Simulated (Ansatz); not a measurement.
Z-matrix (Å, degrees):
```
Ge
Cl 1 2.176
N 1 1.818 2 112.8
H 1 1.530 2 105.8 3 -118.7
H 1 1.530 2 105.8 3 118.7
H 3 1.010 1 115.0 2 -64.0
H 3 1.010 1 115.0 2 64.0
```

Total charge 0; spin multiplicity 1.

(1) List the PBE/def2-TZVPP orbital energies in eV (the Gaussian-basis code of Ansatz). (Best estimate.)

Answers

(1) Ansatz gave: Occupied: -10805.27, -2738.43, -1338.56, -1192.00, -1191.97, -1191.97, -380.53, -249.00, -189.70, -189.52, -189.52, -163.21, -114.71, -114.61, -114.60, -30.54, -30.50, -30.46, -30.40, -30.39, -21.34, -19.79, -13.85, -12.27, -9.92, -9.09, -9.04, -7.48, -7.20, -6.49. Lowest empty: -0.68, -0.41, 0.30, 1.22, 1.51, 1.86, 4.22, 4.34.
